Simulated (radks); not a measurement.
Problem. The mean radii <r> (bohr) of the occupied orbitals of an atom or ion are listed with their occupations. Calculated with a radial shooting solver on a logarithmic mesh with Libxc functionals: scalar-relativistic Kohn-Sham, r2SCAN, spin-polarised, spherical densities, finite nucleus; meta-GGA in the generalised Kohn-Sham scheme; Fermi nuclear charge, rms radius of each element as measured or else 0.836 A^(1/3) + 0.57 fm.

| orbital | occ. | <r> |
|---|---|---|
| 1s up | 1 | 0.02503 |
| 1s down | 1 | 0.02501 |
| 2s up | 1 | 0.1040 |
| 2s down | 1 | 0.1042 |
| 2p up | 3 | 0.09057 |
| 2p down | 1 | 0.09085 |

Name the element and its charge. Open shells, if any, are filled with parallel spins first.

Solution. Z = 57, lanthanum, charge +49: La49+ in [He] 2s2 2p4. The 1s radius gives Z: for a bare nucleus <r> = (2 gamma + 1)/(2Z) with gamma = sqrt(1 - (Z/c)^2), 0.02473 bohr for Z = 57, and screening makes it slightly larger (0.02503 here). The occupations add up to 8, and the charge is Z minus that.
